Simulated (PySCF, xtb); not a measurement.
C2H9FSi2, SMILES C[C@H]([SiH3])[SiH2]F. The values are those of a single conformer.

Harmonic wavenumbers (cm⁻¹) from GFN2-xTB run with xtb at its own minimum, in rising order: 53, 119, 133, 194, 222, 277, 280, 495, 510, 551, 588, 654, 722, 760, 779, 785, 790, 798, 824, 991, 1046, 1076, 1148, 1267, 1425, 1511, 1516, 2244, 2253, 2260, 2319, 2339, 2907, 3000, 3009, 3023.

Problem. What does PySCF 2.14.0 with PBE0-D3(BJ)/def2-SVP give at its own minimum? (An estimate is asked for; the answer gives what the named calculation found.)

Solution. 52, 117, 128, 197, 202, 249, 287, 538, 579, 634, 711, 748, 789, 859, 906, 938, 941, 945, 956, 980, 1014, 1069, 1133, 1260, 1392, 1470, 1479, 2224, 2229, 2231, 2248, 2256, 3045, 3051, 3135, 3142. Paired by order, the mean absolute difference is 61 cm⁻¹ and the zero-point energies are 61.3 and 63.1 kcal/mol.
